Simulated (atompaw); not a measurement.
## u(r) = r·R(r): atom against pseudo-atom (platinum)

Columns: radius, all-electron u(r) and pseudo u(r) of the 4f shell (level -74.08 eV) of platinum in the configuration [Xe] 4f14 5d9 6s0.5 6p0; PBEsol, scalar-relativistic, PAW (atompaw) scheme, atompaw 4.2.0.5.

```
r (bohr)  all-electron  pseudo
   0.115        0.3200  0.0195
   0.231        1.0662  0.2373
   0.346        1.4078  0.7325
   0.462        1.3718  1.1519
   0.577        1.1762  1.1639
   0.692        0.9481  0.9481
   0.808        0.7378  0.7378
   0.923        0.5645  0.5645
   1.038        0.4270  0.4270
   1.154        0.3201  0.3201
   1.269        0.2395  0.2395
   1.385        0.1785  0.1785
   1.500        0.1333  0.1333
   1.615        0.0996  0.0996
   1.731        0.0743  0.0743
   1.846        0.0556  0.0556
   1.962        0.0416  0.0416
   2.077        0.0312  0.0312
   2.192        0.0235  0.0235
   2.308        0.0176  0.0176
   2.423        0.0133  0.0133
   2.538        0.0100  0.0100
   2.654        0.0075  0.0075
   2.769        0.0057  0.0057
   2.885        0.0043  0.0043
   3.000        0.0033  0.0033
```

Question: How many radial nodes do the two functions have?

Answer: The all-electron 4f function has n − l − 1 = 0; the pseudo-wave has 0.

Question: At about which radius was the pseudo-wave matched?

Answer: 0.70 bohr, where the columns begin to agree (steps of 0.12 bohr).

Question: Is the pseudo-wave norm-conserving?

Answer: No, it belongs to a PAW set: the norm inside the radius is not constrained, and the difference is carried by the augmentation charge.
